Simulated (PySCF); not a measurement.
# Radial density of Ta+ (tantalum, charge +1)

UHF, [Xe] 4f14 5d3 6s1, high-spin 5F determinant. All numbers are calculated (PySCF 2.14, scalar relativity through the core potential, in aug-cc-pwCVDZ-PP with ECP60MDF (6s6p5d3f, 70 functions)). This is the valence pseudo-density: the core potential removes the inner electrons and smooths the orbitals near the nucleus.

| r (bohr) | 4πr²ρ (e/bohr) | 4πr²(ρα − ρβ) |
| --- | --- | --- |
| 0.139 | 3.116e-05 | 0.0000 |
| 0.234 | 0.0001857 | 0.0000 |
| 0.394 | 0.02934 | 0.0015 |
| 0.663 | 2.553 | 0.1046 |
| 1.12 | 9.859 | 1.0748 |
| 1.88 | 3.826 | 1.7944 |
| 3.16 | 0.8765 | 0.8399 |
| 5.31 | 0.07047 | 0.0704 |
| 8.93 | 0.0004077 | 0.0004 |

Energies and moments cover only the electrons outside the core potential. Spin-orbit coupling, absent here, splits the open shell strongly.
